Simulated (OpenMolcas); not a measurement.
# Xe³⁺: CASPT2 settings compared

```
Program             : OpenMolcas
Basis               : ANO-RCC-VDZP [6s5p3d1f]
Scalar Hamiltonian  : X2C, point nucleus
Active space        : 3 electrons in 3 orbitals (5p)
State averaging     : 2S+1 = 4 odd, 1 root; 2S+1 = 2 odd, 8 roots
Spin-orbit coupling : state interaction with AMFI integrals over the reference wave functions, term energies averaged over their components
```

Methods on the same reference wave functions:
A. CASSCF
B. SS-CASPT2, IPEA 0.15 Eh, sigma2 regulariser 0.5 Eh (closed shells correlated: 5s)
C. SS-CASPT2, IPEA 0.2 Eh, sigma1 regulariser 0.4 Eh (closed shells correlated: 4d 5s)
D. XMS-CASPT2, IPEA 0.4 Eh, sigma2 regulariser 0.25 Eh (closed shells correlated: 4s 4p 4d 5s)

Energies in cm⁻¹ above 5s² 5p³ ⁴S°_3/2, the measured ground level; measured values from Saloman, J. Phys. Chem. Ref. Data 33, 765 (2004).

```csv
Level,A,B,C,D,Measured
5s² 5p³ ⁴S°_3/2,0.0,0.0,0.0,0.0,0.0
5s² 5p³ ²D°_3/2,16990,15670,15740,15160,13267
5s² 5p³ ²D°_5/2,21235,20040,20110,19560,17511
5s² 5p³ ²P°_1/2,33611,31010,31120,30080,28036
5s² 5p³ ²P°_3/2 [74 %],40432,38240,38330,37450,35650
```

Deviations, from unrounded energies. A percentage is the sum of absolute deviations over the sum of measured energies, with the sign that they share, or ± where signs differ.

```csv
Against measurement,Levels,A,B,C,D
mean absolute deviation (cm-1),4,4500,2600,2700,1900
other terms of the ground configuration (%),4,+18.8,+11.1,+11.5,+8.2
```

D lies closest to measurement on these levels and A furthest from it. The largest miss of D in the table is 5s² 5p³ ²D°_5/2, by +2000 cm-1. The ranking rests on the paired levels alone, and a cruder setting can come out closer through cancelling errors.

Among B to D the level of the table that moves most is 5s² 5p³ ²P°_1/2, by 1000 cm-1 (lowest in D, highest in C). Moves below CASPT2's spread within the term are not significant.

The mean deviations of B to D differ by less than CASPT2's widest spread within a term (950 cm-1), so their order carries little weight.

From A to B the spin-free energies of the other terms of 5s² 5p³ shown, above ⁴S°, scale by factors of 0.91 to 0.92.

The lowest spin-free term lies below A's lowest term by 0.055 hartree in B, 0.411 hartree in C, 0.462 hartree in D.

CASPT2 does not keep the components of a term degenerate, so their means are used; among the terms shown or strongly mixed into the levels shown the widest spread is 950 cm-1 (5s² 5p³ ²P°, D). With the s shell closed, the reference lacks s² → p² mixing. The basis is small and was not contracted for so high a charge. Some terms miss by over 15 % even with CASPT2, which points to a basis or an active space too small for the shells correlated (holds for B; C). Measured partners are found by configuration, term and J. A level has none where our copy of the source lacks it or the pairing is in doubt (some pairs that miss far off the trend of their configuration count as doubtful), and it then counts in no deviation. Levels of configurations outside the active space are missing.

A share in square brackets marks a mixed level and gives the weight of the term that names it, the lowest over the columns. ° marks odd parity.
